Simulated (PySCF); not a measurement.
# Selenium: a sound run and one with changed settings

Sound run: Se²⁺ [Ar] 3d10 4s2 4p2, Se³⁺ [Ar] 3d10 4s2 4p1. Computed with PySCF 2.14 in aug-cc-pVDZ-PP with ECP10MDF, with scalar relativity through the core potential. The sound run starts from symmetry-adapted Hartree-Fock orbitals and uses a fine grid where one is needed.

Changed run: radial step 0.5 in ln r (0.13 in the sound run). This setting is unsound on purpose.

```tsv
species	method	sound run (hartree)	changed run (hartree)	converged
Se²⁺	UHF	-370.76769	-370.76769	yes
Se²⁺	PBE0	-371.94206	-371.96953	yes
Se²⁺	LDA	-371.40853	-371.45026	yes
Se³⁺	UHF	-369.62941	-369.62941	yes
Se³⁺	PBE0	-370.78246	-370.81125	yes
Se³⁺	LDA	-370.24606	-370.28777	yes
```

Ionisation energy of Se²⁺:

| method | sound run (eV) | changed run (eV) |
| --- | --- | --- |
| UHF | 30.974 | 30.974 |
| PBE0 | 31.554 | 31.518 |
| LDA | 31.632 | 31.633 |

A coarse radial grid mis-integrates the density and the exchange-correlation energy, with errors of either sign; Hartree-Fock needs no grid.

For comparison, NIST gives 31.697 ± 0.019 eV between the lowest levels.
